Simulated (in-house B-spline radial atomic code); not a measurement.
## The titanium ion Ti²⁺: [Ar] 3d(1 up, 0 down) 4d(1 up, 0 down) (an excited or competing configuration)

Level of theory: non-relativistic PW91, spin-polarised, spherical fractional occupations, point nucleus; calculated with a B-spline radial code for spherical atoms.

Z_r = [3n² - l(l+1)]/(2<r>); Z_e = n√(-2ε); the last column is Slater's effective charge. Values are occupation-weighted means over spin.

| shell | electrons | ε (eV) | <r> (bohr) | Z_r | Z_e | Slater |
| --- | --- | --- | --- | --- | --- | --- |
| 1s | 2 | -4864.1 | 0.07017 | 21.38 | 18.91 | 21.70 |
| 2s | 2 | -557.65 | 0.3276 | 18.31 | 12.80 | 17.85 |
| 2p | 6 | -470.29 | 0.2908 | 17.19 | 11.76 | 17.85 |
| 3s | 2 | -87.015 | 1 | 13.49 | 7.59 | 10.75 |
| 3p | 6 | -63.728 | 1.061 | 11.78 | 6.49 | 10.75 |
| 3d | 1 | -28.455 | 1.271 | 8.26 | 4.34 | 4.00 |
| 4d | 1 | -9.7673 | 4.373 | 4.80 | 3.39 | 3.00 |

The least bound orbital is 4d up at -9.767 eV, and it is also the most diffuse (<r> = 4.373 bohr).
